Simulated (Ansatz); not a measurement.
H6NPSi2, SMILES `[SiH3]N1[SiH2]P1`, one more setting.

```yaml
crystal:
  periodic: [false, false, false]
  atoms:
    - {symbol: Si, position_ang: [-0.784611, 1.142786, -0.679913]}
    - {symbol: N, position_ang: [0.130537, -0.062493, -0.383911]}
    - {symbol: Si, position_ang: [0.515991, -1.280384, 1.317851]}
    - {symbol: P, position_ang: [1.242682, -1.272542, -0.681110]}
    - {symbol: H, position_ang: [-1.443369, 0.874751, -1.996563]}
    - {symbol: H, position_ang: [-2.192536, 1.078985, 0.047592]}
    - {symbol: H, position_ang: [-0.064538, 2.768364, -0.655029]}
    - {symbol: H, position_ang: [-0.381802, -2.369754, 1.438659]}
    - {symbol: H, position_ang: [1.089273, -0.767811, 2.115185]}
    - {symbol: H, position_ang: [2.324805, -0.549039, -0.609075]}
basis:
  gaussian: {orbitals: def2-TZVP, fitting: {mean_field: cc-pVTZ-jkfit}, final_grid: {core_spheres: 8, valence_spheres: 7, degree: 23}}
hamiltonian: {xc: {name: PBE}}
accuracy: high
output: {forces: true}
```

```sh
$ ansatz run in.yaml --threads 2 --pin off --events-out ev --progress --plain --max-ram 4352MiB
```

It prints (some lines left out):

```
Functional definition: PBE
622 factors; integrals over basis functions are off by at most 5.2e-1 eV
mean field evaluation 1: about -26599.8950 eV, gradient 8.0e1 eV
mean field evaluation 2: about -26465.8654 eV, gradient 1.8e2 eV
mean field evaluation 4: about -26612.0429 eV, gradient 2.2e1 eV
mean field evaluation 8: about -26613.7072 eV, gradient 2.3e-1 eV
mean field evaluation 16: about -26613.7081 eV, gradient 9.0e-5 eV
mean field -26613.70811369 eV, -978.0357337588 hartree, gradient 4.1e-8 eV, S^2 0.000000; 0 other end points of the search recorded, 0 dependent functions left out
reference -26613.70811844 eV, -978.0357339336 hartree; 28, 28 occupied and 150, 150 virtual orbitals, 622 factors
Total energy: -26613.70811844 eV, -978.0357339336 hartree
Atom 0 at    -0.784611     1.142786    -0.679913 Å, force    -4.843308     6.502705    -1.306294 eV/Å
Atom 1 at     0.130537    -0.062493    -0.383911 Å, force     3.145276    -5.758095     4.379451 eV/Å
Atom 2 at     0.515991    -1.280384     1.317851 Å, force    -7.849653    -5.331858   -13.310047 eV/Å
Atom 3 at     1.242682    -1.272542    -0.681110 Å, force    -1.379693    -2.593596    -2.560048 eV/Å
Atom 4 at    -1.443369     0.874751    -1.996563 Å, force     0.398449     0.393868    -0.605848 eV/Å
Atom 5 at    -2.192536     1.078985     0.047592 Å, force     1.258930     0.362345     0.174320 eV/Å
Atom 6 at    -0.064538     2.768364    -0.655029 Å, force    -1.022053    -2.241675     0.069107 eV/Å
Atom 7 at    -0.381802    -2.369754     1.438659 Å, force    -1.121348    -0.760324     0.521928 eV/Å
Atom 8 at     1.089273    -0.767811     2.115185 Å, force     8.136982     7.766704    12.139447 eV/Å
Atom 9 at     2.324805    -0.549039    -0.609075 Å, force     3.276418     1.659926     0.497982 eV/Å
Dipole moment:     0.345272    -0.445275     0.628053 e Å
```

It took 1.5 s on 2 threads of an Intel Xeon Platinum 8375C on a shared host, with 0.21 GiB of host memory at the peak.
